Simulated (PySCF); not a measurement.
**Worked example: dipole moment from atomic charges**

ClHMgO, SMILES [OH][Mg][Cl]. Atoms are numbered in the order given.

```xyz
4

Mg     0.0236    -0.5357     0.0000
Cl    -0.0021     1.6536     0.0000
O     -0.0883    -2.3215     0.0000
H      0.4591    -3.1112     0.0000
```
Charge 0, spin multiplicity 1.

Coordinates come from a PBE-D3(BJ)/def2-TZVP optimisation. The values are those of a single conformer.

Charges (e) from PySCF with r2SCAN/def2-TZVPD:

| atom | ESP fit | IAO |
|---|---|---|
| Mg1 | 0.979 | 1.667 |
| Cl2 | -0.467 | -0.809 |
| O3 | -0.853 | -1.223 |
| H4 | 0.342 | 0.365 |

The dipole moment of the full density is 1.95 D.

**Question.** What dipole moment does each set of point charges give, and which comes closer to that of the density?

**Answer.** 
μ = Σ q r, and 1 e Å = 4.8032 D.
ESP fit: Σ q r = (0.256, -0.380, 0.000) e Å, |μ| = 2.20 D.
IAO: Σ q r = (0.317, -0.527, 0.000) e Å, |μ| = 2.95 D.
ESP fit comes closer in size. Point charges leave out the atoms' own dipoles (lone pairs, polarised bonds); fits to the potential absorb them, partitions of the density don't.
